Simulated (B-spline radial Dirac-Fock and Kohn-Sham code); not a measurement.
# X-ray form factors of samarium in several charge states

Calculated with a radial finite-basis atomic code, using Dirac-Fock densities.

Configurations: Sm²⁵⁺ [Kr] 4d1; Sm²⁶⁺ [Ar] 3d10 4s2 4p6; Sm³⁰⁺ [Ar] 3d10 4s2 4p2; Sm³¹⁺ [Ar] 3d10 4s2 4p1. The first column is f₀ of Sm²⁵⁺, the others are differences from it.

```csv
s (Å⁻¹),Sm²⁵⁺,Δ Sm²⁶⁺,Δ Sm³⁰⁺,Δ Sm³¹⁺
0,37.000,-1.000,-5.000,-6.000
0.1,36.685,-0.971,-4.866,-5.842
0.2,35.770,-0.887,-4.483,-5.389
0.3,34.341,-0.762,-3.900,-4.699
0.4,32.522,-0.611,-3.189,-3.854
0.5,30.460,-0.453,-2.430,-2.950
0.7,26.159,-0.179,-1.053,-1.301
0.9,22.286,-0.016,-0.157,-0.213
1.1,19.174,+0.039,+0.206,+0.240
1.4,15.723,+0.015,+0.134,+0.168
```
